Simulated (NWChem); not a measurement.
System: CH7BSi; SMILES B(C)[SiH3]

Question: Give the equilibrium geometry at PBE-D3(BJ)/def2-SVP (NWChem) as a Z-matrix, with the point group.

Answer: point group C1; any orientation.
```
B
H 1 1.2226
C 1 1.5575 2 118.63
H 3 1.1073 1 116.82 2 -163.75
H 3 1.1089 4 110.83 1 -134.40
H 3 1.1224 4 106.00 5 -113.20
Si 1 2.0263 2 116.71 3 177.85
H 7 1.5094 1 114.66 2 -170.53
H 7 1.5099 8 108.06 1 -126.02
H 7 1.5136 8 107.24 9 -114.44
```
